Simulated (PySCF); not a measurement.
Atom-mapped SMILES (the numbers label the heavy atoms): `[CH3:1][C@@H:2]1[CH2:3][O:4][BH:5][O:6]1`. Each H is labelled by its parent atom. Ha(C3) is cis to C1 on the ring; Hb(C3) is trans to C1 on the ring.

Geometry: PBE0-D3(BJ)/def2-SVP; GIAO absolute shieldings from PySCF 2.14, gas phase, non-relativistic, averaged over equivalent atoms.

At wB97X-D/pcSseg-1 (137 basis functions, 23 s wall time on 1 thread of an Arm Neoverse N1, shared host):
```tsv
atoms	σ (ppm)
C3	110.3
C2	110.4
C1	160.5
O6	174.1
O4	200.4
B5	73.6
H(C2)	27.08
Hb(C3)	27.20
H(B5)	27.36
Ha(C3)	27.82
H(C1)	30.10
```

**Question.** Estimate the result of repeating the calculation with PBE0/def2-TZVP.

**Answer.** 
```tsv
atoms	σ at PBE0/def2-TZVP	change
C3	112.1	+1.8
C2	110.6	+0.2
C1	163.3	+2.8
O6	164.9	-9.2
O4	192.6	-7.8
B5	76.3	+2.7
H(C2)	27.01	-0.07
Hb(C3)	27.26	+0.06
H(B5)	27.24	-0.12
Ha(C3)	27.92	+0.10
H(C1)	30.28	+0.18
```

The largest change is at O6 (oxygen bonded to C, B, in a 5-membered ring). Cost: 228 basis functions, 26 s wall time on 1 thread of an Arm Neoverse V1, shared host. The order of the carbon signals changes between the two levels.
